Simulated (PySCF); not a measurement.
Input for PySCF: D3(BJ) and D4 dispersion corrections on BH3OS (SMILES OBS), a point of a torsion scan.

```python
from pyscf import gto
from pyscf.dispersion import dftd3, dftd4

mol = gto.M(
    atom='''
    O    -1.17553710   -0.66449609    0.00203267
    B    -0.17897394    0.20857942    0.04718227
    S     1.45805281   -0.41389257    0.58184033
    H    -2.05553702   -0.36876368   -0.23073310
    H    -0.31795051    1.37319178   -0.06138519
    H     1.58631186   -1.32354926   -0.37349609
    ''',
    basis='def2-svp',
    charge=0, spin=0, verbose=0, max_memory=1800)
d3, d4 = {}, {}
for xc in ['hf', 'pbe', 'blyp', 'revpbe', 'tpss', 'r2scan', 'b3lyp', 'pbe0', 'bhlyp', 'camb3lyp', 'b2plyp']:
    d3[xc] = float(dftd3.DFTD3Dispersion(mol, xc=xc, version='d3bj', atm=False).get_dispersion()['energy'])
    print(f'D3(BJ) {xc:10s} {d3[xc]:14.8f} Eh')
for xc in ['hf', 'pbe', 'blyp', 'revpbe', 'tpss', 'r2scan', 'b3lyp', 'pbe0', 'bhlyp', 'camb3lyp', 'b2plyp']:
    d4[xc] = float(dftd4.DFTD4Dispersion(mol, xc={'camb3lyp': 'cam-b3lyp'}.get(xc, xc), atm=True).get_dispersion()['energy'])
    print(f'D4     {xc:10s} {d4[xc]:14.8f} Eh')
```

Output:

```
D3(BJ) hf            -0.02963181 Eh
D3(BJ) pbe           -0.00328089 Eh
D3(BJ) blyp          -0.00718865 Eh
D3(BJ) revpbe        -0.00846807 Eh
D3(BJ) tpss          -0.00414329 Eh
D3(BJ) r2scan        -0.00085824 Eh
D3(BJ) b3lyp         -0.00587730 Eh
D3(BJ) pbe0          -0.00282221 Eh
D3(BJ) bhlyp         -0.00467885 Eh
D3(BJ) camb3lyp      -0.00254913 Eh
D3(BJ) b2plyp        -0.00274222 Eh
D4     hf            -0.01204860 Eh
D4     pbe           -0.00311604 Eh
D4     blyp          -0.00710064 Eh
D4     revpbe        -0.01034867 Eh
D4     tpss          -0.00422954 Eh
D4     r2scan        -0.00070623 Eh
D4     b3lyp         -0.00508474 Eh
D4     pbe0          -0.00258303 Eh
D4     bhlyp         -0.00375697 Eh
D4     camb3lyp      -0.00259416 Eh
D4     b2plyp        -0.00215169 Eh
```

The run finished.

Cost: about 0.03 core-seconds (a rough figure).
